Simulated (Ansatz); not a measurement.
`N[Si]([SiH3])(Cl)O[SiH3]` + `N[Si]O` → `N[Si](N)([SiH3])Cl` + `O[Si]O[SiH3]`  (redistribution)

Gas-phase electronic energies from Ansatz, PBE0-D4/def2-TZVP geometries. CCSD(T)/CBS adds triple-zeta CCSD(T) − MP2 to the extrapolated MP2 energy (def2 sets, frozen cores). This one scheme is used for every species. DFT in def2-TZVPP. One conformer a species, not always the lowest.

`N[Si]([SiH3])(Cl)O[SiH3]`:

```xyz
14

N    -0.781    1.663    0.246
Si    0.049    0.216    0.596
Si   -1.153   -1.468    1.675
Cl    1.597    0.804    1.829
O     0.634   -0.436   -0.777
Si    1.401    0.049   -2.151
H    -1.623    1.669   -0.307
H    -0.723    2.454    0.865
H    -0.312   -2.676    1.886
H    -1.636   -0.971    2.991
H    -2.335   -1.843    0.849
H     0.420    0.656   -3.087
H     1.999   -1.155   -2.776
H     2.463    1.038   -1.840
```

`N[Si]O`:

Cartesian coordinates in Å:
```
N -0.663 0.607 -0.232
Si -0.052 -0.872 -0.852
O 1.149 -1.247 0.224
H -1.423 1.077 -0.700
H -0.360 1.116 0.587
H 1.349 -0.680 0.973
```

`N[Si](N)([SiH3])Cl`:

Z-matrix (Å, degrees):
```
Si
N 1 1.707
Si 1 2.342 2 118.7
N 1 1.701 2 106.6 3 -122.0
Cl 1 2.084 2 103.2 3 115.4
H 2 1.006 1 120.5 3 -83.0
H 2 1.007 1 120.3 3 65.9
H 3 1.490 1 110.7 2 -54.8
H 3 1.487 1 109.8 2 65.0
H 3 1.490 1 111.0 2 -174.8
H 4 1.009 1 119.8 2 -47.1
H 4 1.007 1 120.8 2 165.7
```

`O[Si]O[SiH3]`:

Z-matrix (Å, degrees):
```
Si
O 1 1.646
H 1 1.484 2 108.8
H 1 1.484 2 108.8 3 119.4
H 1 1.486 2 110.6 3 -120.3
Si 2 1.656 1 142.0 3 119.9
O 6 1.643 2 101.2 1 -179.6
H 7 0.963 6 118.3 2 0.0
```

```json
{"level": "PBE-D4", "ΔE (kcal/mol)": "-0.5"}
{"level": "PBE0-D4", "ΔE (kcal/mol)": "-0.1"}
{"level": "r2SCAN", "ΔE (kcal/mol)": "-0.2"}
{"level": "PBE0", "ΔE (kcal/mol)": "-0.6"}
{"level": "MP2/def2-TZVPP", "ΔE (kcal/mol)": "-0.4"}
{"level": "HF/def2-QZVPP", "ΔE (kcal/mol)": "0.4"}
{"level": "HF/CBS(def2)", "ΔE (kcal/mol)": "0.4"}
{"level": "CCSD/CBS(def2)", "ΔE (kcal/mol)": "0.0"}
```

What does CCSD(T)/CBS give? (Best estimate.)

The calculation gave: -0.1 kcal/mol. The listed levels differ from it by -0.4, 0.0, -0.1, -0.5, -0.3, 0.5, 0.5, 0.1 kcal/mol.

Largest T1 diagnostic among the species: 0.014.
